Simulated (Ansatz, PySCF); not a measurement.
Species: chloro(trihydroxy)silane, sum formula H3SiO3Cl (charge 0, singlet). 
Coordinates optimised at B3LYP-D3(BJ)/def2-TZVP (Ansatz, an electronic-structure program):
SMILES: [Si](O)(O)(O)Cl
```xyz
8

Si    -0.0990    -0.0832    -0.3488
Cl     0.4522     0.3800     1.5933
O     -0.8630     1.1881    -1.0101
O      1.2282    -0.4317    -1.2172
O     -1.0925    -1.3676    -0.3354
H     -0.4229     2.0418    -1.0125
H      1.8240    -1.1139    -0.8974
H     -1.8842    -1.3340     0.2074
```
Charge 0, spin multiplicity 1.

PBE beside other levels, property by property. Cores are frozen in the correlated levels unless marked. UHF or UKS for open shells. No spin-orbit coupling. No relativistic terms. Basis-set limits of correlation are two-point, X^-3; Hartree-Fock from the larger set. The bracket is a focal-point correction in the basis named. Rows marked 298 K are enthalpies with B3LYP-D3(BJ) harmonic zero-point and thermal terms. Atomisation energies are electronic, to ground-state atoms; the column to compare with has the core term from cc-pwCVTZ added, other frozen-core levels have none. Frequencies are from Ansatz or PySCF. The coupled-cluster column (Ansatz) is a level with limits of its own: (a) RI-MP2/CBS(aug-cc-pV(T+d)Z,aug-cc-pV(Q+d)Z)+[CCSD(T)-MP2]/aug-cc-pV(T+d)Z; (b) RI-MP2/CBS(cc-pV(T+d)Z,cc-pV(Q+d)Z)+[CCSD(T)-MP2]/cc-pV(T+d)Z.

| property | SVWN5/def2-TZVPD (Ansatz) | B2PLYP/def2-TZVPD (Ansatz) | RPA@PBE/cc-pV(Q+d)Z (Ansatz) | coupled cluster |
|---|---|---|---|---|
| atomisation energy (kcal/mol) | 889.4 | 756.3 | 722.5 | 778.8 (a) |
| O-Si bond dissociation enthalpy, 298 K, to O[Si](O)Cl + [OH] (HO) (kcal/mol) | 149.7 | 131.4 | 127.9 | 138.0 (b) |
| H-O bond dissociation enthalpy, 298 K, to [O][Si](O)(O)Cl + H atom (kcal/mol) | 130.6 | 119.2 | 118.4 | 124.3 (b) |
| proton affinity at O, enthalpy at 298 K, to O[Si](O)([OH2+])Cl (kcal/mol) | 174.3 | 177.8 | 183.1 | 179.0 (b) |
| Cl-Si bond dissociation enthalpy, 298 K, to O[Si](O)O + Cl atom (kcal/mol) | 130.0 | 114.6 | 109.5 | 120.9 (a) |

What does PBE/def2-TZVPD (Ansatz) give for each property, and on which side of coupled cluster does it fall?


- atomisation energy: PBE lies 5.6 kcal/mol below coupled cluster; PBE gives 773.2 kcal/mol.
- O-Si bond dissociation enthalpy, 298 K, to O[Si](O)Cl + [OH] (HO): PBE lies 10.3 kcal/mol below coupled cluster; PBE gives 127.7 kcal/mol.
- H-O bond dissociation enthalpy, 298 K, to [O][Si](O)(O)Cl + H atom: PBE lies 9.5 kcal/mol below coupled cluster; PBE gives 114.8 kcal/mol.
- proton affinity at O, enthalpy at 298 K, to O[Si](O)([OH2+])Cl: PBE lies 0.4 kcal/mol below coupled cluster; PBE gives 178.6 kcal/mol.
- Cl-Si bond dissociation enthalpy, 298 K, to O[Si](O)O + Cl atom: PBE lies 7.4 kcal/mol below coupled cluster; PBE gives 113.5 kcal/mol.
